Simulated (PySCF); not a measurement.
A structure optimised at r2SCAN-D4/def2-TZVPD, used in a PySCF frequency run:

```
Ge
H 1 1.6117
H 1 1.6117 2 92.14
H 1 1.6117 2 92.14 3 92.22
```
Charge -1, spin multiplicity 1.

Question: Write its SMILES, formula and point group.

Answer: [GeH3-], GeH3, C3v

Question: What are its rotational constants (standard atomic weights)?

Answer: 100.23, 100.23, 93.034 GHz
